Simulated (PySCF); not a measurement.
Isomers of C5H10GeSi, mass 171.976 u with the commonest isotopes. Method used: PBE0-D3(BJ)/def2-SVP geometry optimisation, gas phase in PySCF 2.14.0. One conformer each, none proved a minimum here; rigid rotors.

Question: Order these by rotational constant A, smallest first.
A. `[CH2:1]=[C:2]([CH3:3])[GeH2:4][C:5]#[C:6][SiH3:7]` with C1–C2–Ge4–C5 125°
B. `[SiH3:1][CH2:2][C:3]1=[CH:4][GeH2:5][CH:6]=[CH:7]1` with Si1–C2–C3–C4 98°
C. `[CH2:1]=[CH:2][SiH2:3][C:4]#[C:5][GeH2:6][CH3:7]` with C1–C2–Si3–C4 -1°

Answer: A (2723 MHz), C (3244 MHz), B (3887 MHz).

Question: Order these by rotational constant B, largest first.
A. `[SiH3:1][CH2:2][C:3]1=[CH:4][GeH2:5][CH:6]=[CH:7]1` with Si1–C2–C3–C4 98°
B. `[CH2:1]=[C:2]([CH3:3])[GeH2:4][C:5]#[C:6][SiH3:7]` with C1–C2–Ge4–C5 125°
C. `[CH2:1]=[CH:2][SiH2:3][C:4]#[C:5][GeH2:6][CH3:7]` with C1–C2–Si3–C4 -1°

Answer: A (676.6 MHz), B (588.5 MHz), C (478.2 MHz).

Question: Order these by rotational constant C, smallest first.
A. `[CH2:1]=[C:2]([CH3:3])[GeH2:4][C:5]#[C:6][SiH3:7]` with C1–C2–Ge4–C5 125°
B. `[CH2:1]=[CH:2][SiH2:3][C:4]#[C:5][GeH2:6][CH3:7]` with C1–C2–Si3–C4 -1°
C. `[SiH3:1][CH2:2][C:3]1=[CH:4][GeH2:5][CH:6]=[CH:7]1` with Si1–C2–C3–C4 98°

Answer: B (450.2 MHz), A (522.4 MHz), C (635.7 MHz).

```json
{"SMILES": "[SiH3]CC1=[CH][GeH2][CH]=C1", "point group": "C1", "Ia (u·Å²)": "130.02", "Ib (u·Å²)": "746.95", "Ic (u·Å²)": "794.96", "κ": "-0.97", "μa (D)": "0.39", "μb (D)": "0.18", "μc (D)": "0.55"}
{"SMILES": "C=C[SiH2]C#[C][GeH2][CH3]", "point group": "C1", "Ia (u·Å²)": "155.78", "Ib (u·Å²)": "1056.90", "Ic (u·Å²)": "1122.64", "κ": "-0.98", "μa (D)": "0.66", "μb (D)": "1.17", "μc (D)": "0.41"}
{"SMILES": "C=[C](C)[GeH2][C]#C[SiH3]", "point group": "C1", "Ia (u·Å²)": "185.61", "Ib (u·Å²)": "858.75", "Ic (u·Å²)": "967.39", "κ": "-0.94", "μa (D)": "0.84", "μb (D)": "0.59", "μc (D)": "0.11"}
```
